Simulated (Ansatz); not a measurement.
Relaxation of BFH6N2 (10 atoms, charge 0, multiplicity 1), to a largest force component of 0.03 eV/Å in at most 50 steps.

Method: Ansatz 0.2.0, RKS PBE0/6-31G*.

```xyz
10
Properties=species:S:1:pos:R:3:forces:R:3
B -0.006 0.593 -0.520 -0.04 -0.15 -0.65
F 0.032 0.188 1.986 0.07 -0.25 0.61
N 1.237 0.011 -0.843 0.05 -0.01 -0.01
H 1.335 -0.946 -1.147 0.01 0.01 0.02
H 2.105 0.418 -0.533 -0.06 -0.03 0.00
N -1.258 0.004 -0.799 -0.08 0.01 -0.03
H -1.377 -0.932 -1.159 0.01 0.05 0.04
H -2.128 0.494 -0.663 0.10 -0.07 0.00
H -0.012 1.725 -0.123 0.00 0.23 0.21
H -0.262 0.952 1.546 -0.05 0.21 -0.19
```

Task: Where does it end, and by what steps?

Result: It converged. After 9 steps the energy has fallen by 0.123 eV; F2 moved furthest, 0.52 Å.

| step | energy less start (eV) | largest force component (eV/Å) | accepted |
| --- | --- | --- | --- |
| 0 | 0.0000 | 0.648 | yes |
| 1 | -0.0725 | 0.997 | yes |
| 2 | -0.0625 | 1.693 | no |
| 3 | -0.1032 | 0.212 | yes |
| 4 | -0.1092 | 0.418 | yes |
| 5 | -0.1210 | 0.283 | yes |
| 6 | -0.1186 | 0.099 | no |
| 7 | -0.1230 | 0.052 | yes |
| 8 | -0.1232 | 0.032 | yes |
| 9 | -0.1234 | 0.004 | yes |

```xyz
10
Properties=species:S:1:pos:R:3
B -0.028 0.543 -0.566
F -0.068 0.467 2.407
N 1.223 -0.027 -0.864
H 1.345 -0.921 -1.315
H 2.087 0.390 -0.561
N -1.271 -0.012 -0.922
H -1.384 -0.902 -1.382
H -2.143 0.419 -0.666
H -0.035 1.607 0.013
H -0.059 0.943 1.601
```

Whether the end is a true minimum wasn't checked by a vibrational analysis.

Run time: 14 s on 1 thread of Intel(R) Xeon(R) 6975P-C (Granite Rapids), with other jobs on the host, peak memory 0.15 GiB.
